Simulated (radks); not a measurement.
Problem. The mean radii <r> (bohr) of the occupied orbitals of an atom or ion are listed with their occupations. All-electron calculation, scalar-relativistic Kohn-Sham, PBE, spin-unpolarised, spherical densities, finite nucleus; Fermi nuclear charge, rms radius of each element as measured or else 0.836 A^(1/3) + 0.57 fm. Program: a radial shooting solver on a logarithmic mesh with Libxc functionals.

orbital  occ.      <r>
1s          2  0.01580
2s          2  0.06650
2p          6  0.06055
3s          2   0.1716
3p          6   0.1737
3d         10   0.1575
4s          2   0.3762
4p          6   0.4012
4d         10   0.4200
4f         13   0.4342
5s          2   0.8202
5p          6   0.9296
5d         10    1.171
6p          5    2.557

Name the element and its charge.

Solution. Z = 83, bismuth, charge +1: Bi+ in [Xe] 4f13 5d10 6p5. The 1s radius gives Z: for a bare nucleus <r> = (2 gamma + 1)/(2Z) with gamma = sqrt(1 - (Z/c)^2), 0.01561 bohr for Z = 83, and screening makes it slightly larger (0.01580 here). The occupations add up to 82, and the charge is Z minus that.
